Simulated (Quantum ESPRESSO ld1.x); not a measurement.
Results of a calculation; reference values are marked as such.
Q: The mean radii <r> (bohr) of the occupied orbitals of an atom or ion are listed with their occupations. Code: ld1.x of Quantum ESPRESSO 7.5. Model: scalar-relativistic Kohn-Sham, LDA (Slater exchange, Perdew-Wang correlation), spin-polarised, spherical densities, point nucleus.

| orbital | occ. | <r> |
|---|---|---|
| 1s up | 1 | 0.02459 |
| 1s down | 1 | 0.02459 |
| 2s up | 1 | 0.1053 |
| 2s down | 1 | 0.1053 |
| 2p up | 3 | 0.09239 |
| 2p down | 3 | 0.09239 |
| 3s up | 1 | 0.2790 |
| 3s down | 1 | 0.2790 |
| 3p up | 3 | 0.2770 |
| 3p down | 3 | 0.2769 |
| 3d up | 5 | 0.2538 |
| 3d down | 5 | 0.2537 |
| 4s up | 1 | 0.6376 |
| 4s down | 1 | 0.6374 |
| 4p up | 3 | 0.6751 |
| 4p down | 3 | 0.6746 |
| 4d up | 5 | 0.7442 |
| 4d down | 5 | 0.7423 |
| 5s up | 1 | 1.484 |
| 5s down | 1 | 1.480 |
| 5p up | 3 | 1.686 |
| 5p down | 1 | 1.688 |
| 4f up | 1 | 1.034 |
| 5d up | 2 | 2.288 |
| 5f up | 2 | 5.956 |

Name the element and its charge. Open shells, if any, are filled with parallel spins first.

A: Z = 58, cerium, charge +1: Ce+ in [Kr] 4d10 4f1 5s2 5p4 5d2 5f2. The 1s radius gives Z: for a bare nucleus <r> = (2 gamma + 1)/(2Z) with gamma = sqrt(1 - (Z/c)^2), 0.02424 bohr for Z = 58, and screening makes it slightly larger (0.02459 here). The occupations add up to 57, and the charge is Z minus that.
